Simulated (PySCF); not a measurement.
## CH2BClNP: core ionisation energies

CH2BClNP.
Bonds: N1–C2 (triple), C2–B3, B3–P4, B3–Cl5. Hydrogens: H6, H7 on P4.

Method: delta-SCF UKS SCAN, pcX-2 on the ionised atom, pcseg-1 elsewhere, spin-free X2C in PySCF 2.14.0. Binding energies are ΔSCF values: E(core-ionised, relaxed orbitals) − E(ground state) at a fixed geometry, referred to the vacuum level.

Question: List the computed XPS lines with their assignment.

Answer: 
| atom(s) | bonded to | level | binding energy (eV) | 2p1/2 (eV) | count |
| --- | --- | --- | --- | --- | --- |
| P4 | 2 H and B | P 2p3/2 | 137.26 | 138.15 | 1 |
| B3 | Cl, C and P | B 1s | 198.13 | – | 1 |
| Cl5 | B | Cl 2p3/2 | 206.93 | 208.58 | 1 |
| C2 | N (triple bond) and B | C 1s | 292.23 | – | 1 |
| N1 | C (triple bond) | N 1s | 405.53 | – | 1 |
| P4 | 2 H and B | P 1s | 2150.80 | – | 1 |
| Cl5 | B | Cl 1s | 2829.51 | – | 1 |

Question: Which effective nuclear charge Zeff reproduces each element's mean 1s value in the hydrogen-like formula E = 13.606 eV × Zeff²?

Answer: B (Z = 5): mean 198.1 eV, Zeff = 3.82, Z − Zeff = 1.18; C (Z = 6): mean 292.2 eV, Zeff = 4.63, Z − Zeff = 1.37; N (Z = 7): mean 405.5 eV, Zeff = 5.46, Z − Zeff = 1.54; P (Z = 15): mean 2150.8 eV, Zeff = 12.57, Z − Zeff = 2.43; Cl (Z = 17): mean 2829.5 eV, Zeff = 14.42, Z − Zeff = 2.58. Means run over the listed sites, weighted by atom count.

Question: Which photon wavelength matches the C 1s of C2 threshold?

Answer: λ = hc/E = 12398.42 eV Å / 292.23 eV = 42.427 Å.

Spin contamination (⟨S²⟩ against 0.75 for a pure doublet) is marked for B 1s of B3 (0.88), which makes this value less certain. Spin–orbit coupling isn't in the SCF: each 2p doublet comes from a relaxed spin-free hole plus a matrix of the shell (mean-field spin–orbit coupling and the ground-state 2p splitting), with 2p3/2 averaged over its two sublevels. 2p1/2 minus 2p3/2 (ligand field included): P 0.89 eV, Cl 1.65 eV. Geometry: PBE0-D3(BJ)/def2-SVP, one conformer, isolated molecule.

Shape of the structure used: `[N:1]#[C:2][B:3]([PH2:4])[Cl:5]`: H–P4–B3–C2 144°, H–P4–B3–C2 43°.
